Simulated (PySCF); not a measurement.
Job file and geometry (Å, from GFN2-xTB) of an NMR shielding run on SMILES BNBF, B$_{2}$FH$_{4}$N, GIAO PBE0/pcSseg-1 NMR shielding, non-relativistic, gas phase in PySCF 2.14.0, density-fitted response routines; density fitting, a coarse starting grid and PySCF grid level 2 are the driver's defaults:

```
$ OMP_NUM_THREADS=1 python probes_run.py task.json out

{"job": {"kind": "nmr", "xc": "PBE0", "basis": "pcSseg-1"}, "charge": 0, "multiplicity": 1}
B      1.280276     0.285946    -0.052250
N      0.048568    -0.370338    -0.230158
B     -1.231002     0.017550     0.217797
F     -2.252269    -0.776150    -0.080444
H      2.249557    -0.185307    -0.506854
H      1.295976     1.288762     0.545504
H      0.061040    -1.240393    -0.748404
H     -1.443088     0.989343     0.830245
```

Q: What does the program print?

A: 
```
coarse grid: 6800 points
cycle   1  E = -206.4976296557  dE =  2.758e-01  |g| = 4.894e-01  |ddm| = 2.260e+00
cycle   2  E = -206.4705432141  dE =  2.709e-02  |g| = 6.726e-01  |ddm| = 6.940e-01
cycle   3  E = -206.5403142545  dE = -6.977e-02  |g| = 4.472e-02  |ddm| = 4.053e-01
cycle   4  E = -206.5406833096  dE = -3.691e-04  |g| = 1.961e-02  |ddm| = 4.390e-02
cycle   5  E = -206.5407500741  dE = -6.676e-05  |g| = 7.932e-03  |ddm| = 1.571e-02
cycle   6  E = -206.5407630711  dE = -1.300e-05  |g| = 1.182e-03  |ddm| = 4.997e-03
cycle   7  E = -206.5407634054  dE = -3.343e-07  |g| = 2.540e-04  |ddm| = 1.018e-03
final grid: 66504 points
cycle   8  E = -206.5639538163  dE = -3.469e-05  |g| = 5.839e-03  |ddm| = 1.459e-02
cycle   9  E = -206.5639490763  dE =  4.740e-06  |g| = 7.675e-03  |ddm| = 8.402e-03
cycle  10  E = -206.5639610461  dE = -1.197e-05  |g| = 7.069e-04  |ddm| = 4.404e-03
cycle  11  E = -206.5639611548  dE = -1.087e-07  |g| = 1.881e-04  |ddm| = 5.573e-04
cycle  12  E = -206.5639611593  dE = -4.573e-09  |g| = 7.221e-05  |ddm| = 1.258e-04
cycle  13  E = -206.5639611602  dE = -8.872e-10  |g| = 1.154e-05  |ddm| = 4.725e-05
converged SCF energy = -206.5639611602

GIAO shielding tensors (ppm)
atom      isotropic    diamagn.    paramagn.     s11        s22        s33       span
  0 B       51.030     195.410    -144.380      7.416     20.494    125.180    117.764
  1 N       94.928     321.648    -226.719    -35.589     97.420    222.954    258.543
  2 B       67.360     193.501    -126.141     42.542     72.002     87.535     44.994
  3 F      244.123     468.147    -224.024     69.391    235.131    427.848    358.457
  4 H       26.238      29.866      -3.628     24.231     27.070     27.414      3.183
  5 H       26.242      30.674      -4.432     23.660     27.247     27.821      4.161
  6 H       25.122      31.325      -6.203     22.046     25.823     27.496      5.451
  7 H       27.039      30.017      -2.977     24.970     26.929     29.219      4.249
```

Size and cost of the density-fitted run: 88 basis functions, 6.4 s wall time on 1 thread of an Arm Neoverse V1, shared host; peak memory 0.39 GiB.
